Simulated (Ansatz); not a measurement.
The Si1–H3 bond of BrH3Si (SMILES [SiH3]Br) is stretched (multiplicity 1, the rest rigid).
Geometry at rest (charge 0, multiplicity 1):
```xyz
5

Si    -1.477     0.045     0.018
Br     0.757    -0.023    -0.009
H     -1.903     1.423    -0.294
H     -1.937    -0.349     1.364
H     -1.982    -0.897    -0.999
```

Correlated levels freeze the cores. Filled d and f shells under p-block atoms count as core.

Run with Ansatz (Gaussian orbitals). Each number belongs to the level named beside it.

FIC-MRCISD+Q on CASSCF(2,2)/def2-TZVPP, total energies (hartree):

| R (Å) | CASSCF | MRCISD | weight c² of the reference |
|---|---|---|---|
| 1.476 | -2863.163101 | -2863.449115 | 0.89331 |
| 2.582 | -2863.065481 | -2863.341817 | 0.89280 |
| 4.722 | -2863.027053 | -2863.299750 | 0.89343 |

Add the Davidson correction (E_MRCISD − E_CASSCF)(1 − c²)/c² and give the energies above the first point at the three levels.


Corrections (hartree): -0.034159, -0.033180, -0.032527. Above the first point (kcal/mol):
- R = 2.582 Å: CASSCF 61.3, MRCISD 67.3, with the correction 67.9
- R = 4.722 Å: CASSCF 85.4, MRCISD 93.7, with the correction 94.8

Ansatz is a quantum-chemistry and plane-wave program.
